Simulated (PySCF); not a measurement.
NMR data simulated for an unnamed compound:

¹H NMR (500 MHz, computed): δ 3.52 (sept, 2H), 1.12 (d, 12H).

¹³C{¹H} NMR (computed): δ 71.9 (CH), 24.5 (CH3).

Averaged over atoms made equivalent by symmetry, fast rotation or ring inversion, relativity neglected, no solvent, one computed conformer. Coordinates at the GFN2-xTB level; shielding tensors at PBE0/pcSseg-1 (GIAO); PySCF 2.14.

Scale: TMS for ¹H (31.72 ppm), ¹³C (186.93 ppm) (reference shieldings calculated alike).

Which of these does the molecule contain: a Si–CH3 group, a (CH3)2CH unit, a C≡C triple bond, an aldehyde?

## Answers


- A Si–CH3 group: no.
- A (CH3)2CH unit: yes (δC 24.5, 71.9; δH 1.12 (d), 3.52 (sept)).
- A C≡C triple bond: no.
- An aldehyde: no.

The data belong to `CC(C)OC(C)C`, C6H14O; they needn't prove each group on their own.

Carbon signals by region: 1 at 50–100 ppm, 1 below 50 ppm.

Shifts are as computed. Against solution values, carbons near 30 ppm lie about +3 ppm off and those near 130 ppm about +5 ppm. Of 1211 compounds with measured shifts, 218 miss one by over three times the rms of a fit or turn the order of signals round; such compounds aren't used in these exercises. Multiplicities follow the n + 1 count of equivalent neighbours, as no J values were calculated; m marks all less simple cases, F and P coupling included.
